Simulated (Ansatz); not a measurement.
Reaction (redistribution): `[Li][N](C)C` + `FB(F)c1ccccc1` → `[Li][c]1ccccc1` + `CN(C)B(F)F`

Isolated molecules relaxed with PBE0-D4/def2-TZVP in Ansatz; ΔE leaves out vibrations. CCSD(T)/CBS adds triple-zeta CCSD(T) − MP2 to the extrapolated MP2 energy (def2 sets, frozen cores). DFT in def2-TZVPP. For Li outer-core shells are correlated without core-valence functions, which leaves a few kJ/mol of doubt a bond. Each species was taken in one conformer, which may not be the lowest.

(1) Is it downhill or uphill in electronic energy at CCSD(T)/CBS, and by how much? (Estimate.)

(2) What do these levels give: PBE-D4, revPBE-D4, B97M-V, BLYP, BHLYP, CCSD/def2-SVP? (An estimate is asked.)

Largest T1 diagnostic among the species: 0.012.

Results:

(1) The calculation gave: Downhill: ΔE = -32.9 kJ/mol.

(2) The calculation gave: PBE-D4 -20.8, revPBE-D4 -20.4, B97M-V -21.5, BLYP -17.6, BHLYP -31.4, CCSD/def2-SVP -35.9 kJ/mol.

From PBE to PBE0 (25 % exact exchange), in def2-TZVPP and without D4, ΔE moves by −7.3 kJ/mol. Leaving LDA and LC-ωPBE aside and taking each functional with its dispersion term where it has one, the values, not all of them listed here, spread over 15.1 kJ/mol, from PBE-QIDH to BLYP-D4. LDA lies −6.6 kJ/mol from PBE without D4. In def2-TZVPP, CCSD(T) changes the Hartree–Fock value by +5.2 kJ/mol (the triples alone add +0.9 kJ/mol) and MP2 by +7.2 kJ/mol.
